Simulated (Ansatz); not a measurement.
Start from `C[S][Ge][NH2]` and change one atom or group to get `C[S][Ge][OH]`.

Ansatz, PBE0-D4/def2-TZVP geometries, multiplicity 1. Each molecule was computed in one conformer, which needn't be the lowest.

Scalar relativity is left out up to krypton.

```json
{"property": "LUMO energy (PBE0/def2-TZVPP) / eV", "`C[S][Ge][NH2]`": "-1.33"}
{"property": "HOMO–LUMO gap (PBE/def2-TZVPP) / eV", "`C[S][Ge][NH2]`": "3.49"}
{"property": "HOMO energy (B3LYP/def2-TZVPP) / eV", "`C[S][Ge][NH2]`": "-6.46"}
{"property": "LUMO energy (PBE/def2-TZVPP) / eV", "`C[S][Ge][NH2]`": "-2.05"}
{"property": "HOMO energy (ωB97M-V/def2-TZVPP) / eV", "`C[S][Ge][NH2]`": "-8.76"}
{"property": "HOMO–LUMO gap (B3LYP/def2-TZVPP) / eV", "`C[S][Ge][NH2]`": "4.93"}
```

**Question.** Give the same properties after the change, and the shifts. (An estimate is asked.)

**Answer.** Computed: 
```json
{"property": "LUMO energy (PBE0/def2-TZVPP) / eV", "`C[S][Ge][OH]`": "-1.81", "shift": "-0.48"}
{"property": "HOMO–LUMO gap (PBE/def2-TZVPP) / eV", "`C[S][Ge][OH]`": "3.49", "shift": "0.00"}
{"property": "HOMO energy (B3LYP/def2-TZVPP) / eV", "`C[S][Ge][OH]`": "-6.89", "shift": "-0.43"}
{"property": "LUMO energy (PBE/def2-TZVPP) / eV", "`C[S][Ge][OH]`": "-2.53", "shift": "-0.48"}
{"property": "HOMO energy (ωB97M-V/def2-TZVPP) / eV", "`C[S][Ge][OH]`": "-9.13", "shift": "-0.37"}
{"property": "HOMO–LUMO gap (B3LYP/def2-TZVPP) / eV", "`C[S][Ge][OH]`": "4.87", "shift": "-0.06"}
```

With PBE0 the HOMO falls by 0.37 eV and the LUMO falls by 0.48 eV, so the gap narrows by about 0.11 eV. PBE moves the HOMO by -0.49 eV and ωB97M-V by -0.37 eV.

B3LYP here is the variant with VWN-RPA as its local correlation; programs differ in this.
